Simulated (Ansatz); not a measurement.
## Abstraction of Br: SiH2(CH3)Br + CHBr2 → SiH2(CH3) + CHBr3

Species: SiH2(CH3)Br, singlet; CHBr2 `Br[CH]Br`, doublet; SiH2(CH3), doublet; CHBr3 (bromoform) `BrC(Br)Br`, singlet. A radical takes Br: the energy is the difference in strength between the Si–Br bond broken and the C–Br bond made.

Shapes, held fixed at every level: PBE0-D4/def2-TZVP. Programs: Ansatz 0.2.0. The zero-point and thermal change to 298 K, harmonic and unscaled (PBE0-D4/def2-TZVP), is +0.3 kJ/mol.

(1) Estimate ΔH(298 K) of this reaction.

Answers

(1) The highest level, CCSD(T)/def2-TZVPP, gives ΔH(298 K) = +146.9 kJ/mol; the levels span +139.2 to +187.7. The column of differences is taken from that level and isn't an error. No measured value is set beside it here. Open shells run unrestricted unless RO is named. Relativity is left out for Br unless named. Correlated rows may include outer-core shells of Br, which these sets cover unevenly. Times are processor times on shared x86 and Arm servers, and rough.

| level | kind | ΔH(298 K) (kJ/mol) | less CCSD(T)/def2-TZVPP | CPU time (sum over the molecules) |
| --- | --- | --- | --- | --- |
| HF/def2-TZVPP | Hartree–Fock | +187.7 | +40.8 | – |
| PBE-D4/def2-TZVPP | GGA | +139.2 | -7.7 | 27 s |
| r2SCAN-D4/def2-TZVPP | meta-GGA | +157.7 | +10.8 | 60 s |
| PBE0-D4/def2-TZVPP | global hybrid | +150.7 | +3.8 | 34 s |
| wB97M-V/def2-TZVPP | range-separated hybrid | +156.7 | +9.8 | 2.3 min |
| wB97X-V/def2-TZVPP | range-separated hybrid | +158.6 | +11.7 | 91 s |
| CCSD(T)/def2-TZVPP | coupled cluster or CI | +146.9 | 0.0 | 14 min |
